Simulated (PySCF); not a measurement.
# Xe⁵³⁺: ionisation energy

Xe⁵³⁺ 1s1 (2S) → Xe⁵⁴⁺ (bare nucleus), as a difference of total energies. Computed with PySCF 2.14 in an uncontracted even-tempered set (15 s from 110 bohr⁻², ratio 2.2; 7 p from 170 bohr⁻², ratio 2.4; 4 d from 520 bohr⁻², ratio 2.4; 3 f from 780 bohr⁻², ratio 2.4; 3 g from 1200 bohr⁻², ratio 2.4), with no relativity, point nucleus. The calculations carry no spin-orbit coupling.

| method | ionisation energy (eV) |
| --- | --- |
| UHF | 39674.2 |
| PBE | 39664.7 |
| PBE0 | 39667.1 |
| M06 | 39673.6 |
| revPBE | 39671.4 |

Problem. Estimate what r2SCAN gives.

Solution. 39674.2 eV, closest to UHF among the rows shown.

Problem. Estimate what LDA gives.

Solution. 39610.9 eV, closest to PBE among the rows shown.

The gap to the reference is mostly relativistic.

For comparison: 41299.9 eV (theoretical estimate listed by NIST; NIST Atomic Spectra Database, ionization energies).
